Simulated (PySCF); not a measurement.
How methods differ on the ionisation energy of Os⁺

Os⁺ [Xe] 4f14 5d6 6s1 (6D) → Os²⁺ [Xe] 4f14 5d6 (5D), as a difference of total energies. Computed with PySCF 2.14 in def2-TZVPPD with the def2 core potential (60 electrons) (6s5p3d2f1g, 59 functions), with scalar relativity through the core potential. Correlated levels: valence: 5s2 5p6 frozen; valence and next inner shell: nothing frozen outside the core potential. The calculations carry no spin-orbit coupling.

```csv
method,ionisation energy (eV)
UHF,16.004
LDA,17.841
PBE,17.531
PBE0,17.272
r2SCAN,17.553
revPBE,17.443
LC-wPBE,16.959
B97-3,16.986
TPSS,17.338
MP2 (valence),16.790
SCS-MP2 (valence),16.446
MP2 (valence and next inner shell),17.166
SCS-MP2 (valence and next inner shell),16.801
```

How much does correlation contribute at MP2 (valence and next inner shell)?

17.166 − (16.004) = 1.162 eV, measured against UHF.

The reference lies between the lowest fine-structure levels, while these numbers refer to the centres of the terms.

Errors of the correlated levels include the incompleteness of this basis and the frozen core.

For comparison: 17 ± 1 eV (semi-empirical (NIST evaluation); NIST Atomic Spectra Database, ionization energies).
